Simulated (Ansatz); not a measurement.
`O[SiH](O)O[Si](F)(F)F`, relaxed with RKS PBE0-D4/def2-TZVP in the Gaussian-basis code of Ansatz from a PBE-D4/def2-SVP geometry. The force threshold is 0.005 eV/Å; the program also tests the step.

Charge 0, multiplicity 1.

Start:

```xyz
11

O     2.175   -0.088    1.135
Si    0.746   -0.764    0.628
O    -0.569   -0.390    1.586
O     0.289   -0.139   -0.863
Si   -0.998    0.641   -1.492
F    -0.736    0.905   -3.058
F    -2.355   -0.214   -1.355
F    -1.228    2.070   -0.783
H     2.202    0.884    1.184
H     1.024   -2.218    0.505
H    -0.549   -0.687    2.512
```

**Question.** How much energy does the relaxation release, and in how many steps? (An estimate is asked.)

**Answer.** The calculation gave: 20.09 kJ/mol, in 8 steps, 1 of them rejected.

**Question.** Which bonds change most? (An estimate is asked.)

**Answer.** Ansatz gave: Si2–O4 from 1.680 to 1.636 Å; Si5–F6 from 1.610 to 1.569 Å; Si5–F7 from 1.610 to 1.569 Å; Si5–F8 from 1.612 to 1.571 Å.

**Question.** Give the relaxed structure. (Best estimate.)

**Answer.** The calculation gave: 
```xyz
11

O     2.124   -0.074    1.081
Si    0.711   -0.746    0.639
O    -0.507   -0.467    1.690
O     0.170   -0.097   -0.761
Si   -1.010    0.657   -1.516
F    -0.636    0.831   -3.029
F    -2.360   -0.139   -1.440
F    -1.252    2.088   -0.913
H     2.174    0.875    1.204
H     0.998   -2.174    0.447
H    -0.412   -0.755    2.598
```
